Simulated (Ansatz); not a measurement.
Problem. Name a neutral molecule of C, Cl, Sn and H with HOMO–LUMO gap (ωB97M-V/def2-TZVPP) between 11.35 and 11.65 eV and LUMO energy (ωB97M-V/def2-TZVPP) between 0.95 and 1.25 eV (Ansatz, PBE0-D4/def2-TZVP geometry).

Solution. `C#[C][SnH]([CH3])[Cl]` (11.46 eV, 1.05 eV); `[CH3][SnH2][Cl]` (11.65 eV, 1.14 eV); `[CH3][Sn]([CH3])([Cl])[Cl]` (11.62 eV, 1.14 eV). Other molecules can fit too; these were computed, each in one conformer that needn't be the lowest.
